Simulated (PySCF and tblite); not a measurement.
Results of a calculation; reference values are marked as such.
Stationary points of C8H7Cl at GFN2-xTB, in Å:

Structure A

```
 1 Cl    2.670    1.287   -1.471
 2 C     1.514    0.479   -0.443
 3 C     1.396   -0.841   -0.496
 4 C     0.496   -1.623    0.354
 5 C    -0.821   -1.469    0.431
 6 C    -1.622   -0.497   -0.318
 7 C    -1.484    0.823   -0.287
 8 C    -0.500    1.562    0.506
 9 C     0.817    1.403    0.456
10 H     2.030   -1.414   -1.161
11 H     0.975   -2.430    0.896
12 H    -1.401   -2.155    1.038
13 H    -2.438   -0.932   -0.884
14 H    -2.188    1.446   -0.826
15 H    -0.918    2.329    1.149
16 H     1.466    2.039    1.044
```

Structure B

```
 1 Cl    3.355    1.056   -0.291
 2 C     1.706    0.478   -0.149
 3 C     1.580   -0.851   -0.170
 4 C     0.452   -1.770   -0.086
 5 C    -0.872   -1.639    0.043
 6 C    -1.792   -0.511    0.157
 7 C    -1.658    0.817    0.176
 8 C    -0.528    1.741    0.092
 9 C     0.793    1.619   -0.036
10 H     2.515   -1.390   -0.271
11 H     0.798   -2.796   -0.143
12 H    -1.412   -2.580    0.071
13 H    -2.816   -0.859    0.245
14 H    -2.591    1.362    0.278
15 H    -0.870    2.769    0.149
16 H     1.339    2.554   -0.065
```

The path came from a restrained scan, a climbing-image band and a saddle search at GFN2-xTB; energies are PBE0/pcSseg-1 + D3(BJ), IEF-PCM dichloromethane//GFN2-xTB, thermal terms GFN2-xTB.

Problem. Which structure is a saddle point, and along which motion?

Solution. B: one imaginary mode (122i cm⁻¹ at GFN2-xTB, mostly on C9, C6, C7), along the inversion of the 8-membered ring (2–3–4–5–6–7–8–9).

Problem. Give their symmetry and energies above the lowest.

Solution. A C1, 0.0 kcal/mol; B C2v, 13.5 kcal/mol.
